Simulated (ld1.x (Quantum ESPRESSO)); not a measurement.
**Configuration tests for gold (Au) (TM)**

- Element: Au (Z = 79)
- Generator: ld1.x (Quantum ESPRESSO) 7.5
- Type: norm-conserving Troullier–Martins (Kleinman–Bylander form)
- Functional: Wu–Cohen
- Relativity: fully relativistic
- Frozen core: [Kr] 4d10 4f14
- Valence charge: 19
- Reference configuration: 5s2 5p6 5d10 6s0.5 6p0.5
- Partial waves: 5p (bound): rc 1.45 bohr; 5d (bound): rc 1.45 bohr; 5s (bound): rc 1.00 bohr
- Local potential: the s channel
- Core correction: none

Open shells are filled in proportion to 2j + 1 (rel_dist='average').

Occupied shells without a wave of their own: 6p, 6s. They enter only through the test configuration that unscreens the potential.

Energies are relative to the spin-unpolarised reference configuration 5s2 5p6 5d10 6s0.5 6p0.5; without spin polarisation the order of configurations can differ from experiment.

```json
{"valence configuration": "5s2 5p6 5d10 6s1 6p0", "charge": "0", "ΔE all-electron (eV)": "-2.599", "error AE − PS (meV)": "+6.7"}
{"valence configuration": "5s2 5p6 5d10 6s0 6p0", "charge": "+1", "ΔE all-electron (eV)": "6.864", "error AE − PS (meV)": "-224"}
{"valence configuration": "5s2 5p6 5d9 6s0 6p0", "charge": "+2", "ΔE all-electron (eV)": "28.128", "error AE − PS (meV)": "-378"}
{"valence configuration": "5s2 5p6 5d9 6s1 6p1", "charge": "0", "ΔE all-electron (eV)": "4.940", "error AE − PS (meV)": "+206"}
{"valence configuration": "5s2 5p6 5d9 6s1 6p0", "charge": "+1", "ΔE all-electron (eV)": "9.585", "error AE − PS (meV)": "-76"}
```

Problem. What are ΔE and the potential's error for 5s2 5p6 5d8 6s0 6p0?

Solution. ΔE = 62.045 eV all-electron; the error (AE − PS) is -549 meV.

Problem. What are ΔE and the potential's error for 5s2 5p6 5d10 6s0 6p1?

Solution. ΔE = 2.738 eV all-electron; the error (AE − PS) is +8.2 meV.

Levels in the configuration 5s2 5p6 5d10 6s1 6p0:

| level | all-electron (eV) | pseudo (eV) |
| --- | --- | --- |
| 5s j=1/2 | -108.185 | -108.272 |
| 5p j=1/2 | -71.893 | -71.976 |
| 5p j=3/2 | -55.356 | -55.437 |
| 5d j=3/2 | -7.856 | -7.928 |
| 5d j=5/2 | -6.329 | -6.400 |
| 6s j=1/2 | -5.821 | -6.013 |

These tests converged, but a pseudo level misses the all-electron one widely, so the file describes the atom poorly there or has found another state: 5s2 5p6 5d8 6s0 6p0: empty 6p by 2.5 eV. The 6p, 6s levels have no wave, so the channel is fitted at the deeper level alone: the likely source of the large errors.

The potential misses its own reference levels by up to 0.4 eV.
